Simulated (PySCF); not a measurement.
Molecule: C$_{3}$H$_{6}$NSSi, net charge 1, singlet state. It need not be the lowest isomer of its formula. SMILES: [SiH3]c1[nH+]ccs1
Geometry: optimised at B3LYP-D3(BJ)/def2-TZVP (Ansatz).

Dispersion corrections to the total energy (kcal/mol) from the dftd3 and dftd4 libraries through PySCF: D3(BJ) without and D4 with the three-body term, each with the damping fitted for the functional named.

| functional | D3(BJ) | D4 |
|---|---|---|
| PBE0 | -7.06 | -6.26 |
| BP86 | ___ | -10.06 |
| TPSSh | -9.47 | -9.07 |
| B3LYP | ___ | -12.03 |
| TPSS | -10.22 | -10.02 |
| BHLYP | -11.54 | -9.24 |
| r2SCAN | ___ | -1.79 |

Task: Some entries are withheld; supply them.

Result: 
- BP86, D3(BJ): -13.44
- B3LYP, D3(BJ): -14.34
- r2SCAN, D3(BJ): -2.26
